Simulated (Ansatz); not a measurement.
Breaking the Sn1–S2 bond in SnS (multiplicity 1 held). Energies count from the point at 2.223 Å.


Restricted levels (R-, RO-) in cc, def2 and unpolarised 6-31G sets keep to the state of the molecule at rest. Unrestricted levels (U-) break spin symmetry where that is lower. Active spaces are followed from rest. Levels need not reach the same state.

Correlated levels freeze the cores. Filled d and f shells under p-block atoms count as core.

The values were computed with Ansatz (Gaussian orbitals).  In def2 rows elements past Kr take small-core potentials, without spin–orbit coupling.

Energies in eV.

| R (Å) | R-HF/def2-SVP | R-MP2/def2-SVP | U-CCSD/def2-SVP | CASSCF(10,8)/def2-SVP | FIC-MRCISD+Q on CASSCF(10,8)/def2-SVP |
|---|---|---|---|---|---|
| 1.778 | 4.31 | 4.71 | 4.65 | 4.80 | 4.83 |
| 2.000 | 0.69 | 0.90 | 0.86 | 0.97 | 0.96 |
| 2.223 | 0.00 | 0.00 | 0.00 | 0.00 | 0.00 |
| 2.445 | 0.59 | 0.34 | 0.40 | 0.26 | 0.26 |
| 2.667 | 1.67 | 1.18 | 1.22 | 0.97 | 0.95 |
| 3.001 | 3.38 | 3.12 | 2.41 | 2.13 | 2.09 |
| 3.334 | 4.55 | 5.25 | 3.22 | 3.06 | 3.00 |
| 3.890 | 5.48 | 6.66 | 3.83 | 3.92 | 3.86 |
| 4.445 | 5.89 | 7.24 | 3.95 | 4.22 | 4.17 |
| 5.112 | 6.10 | 7.55 | 4.00 | 4.25 | 4.30 |
| 6.001 | 6.19 | 7.66 | 4.03 | 4.27 | 4.33 |
| 7.113 | 6.21 | 7.69 | 4.04 | 4.28 | 4.33 |
| 8.891 | 6.22 | 7.70 | 4.04 | 4.28 | 4.34 |

Doubts at one or more of the structures used: a restricted determinant that unrestricted orbitals would lower (R-HF/def2-SVP, R-MP2/def2-SVP); a spin-contaminated determinant (U-CCSD/def2-SVP); T1 above 0.05 (U-CCSD/def2-SVP); the program's own flag: large difference (U-CCSD/def2-SVP).

Ansatz is a program for electronic structure.
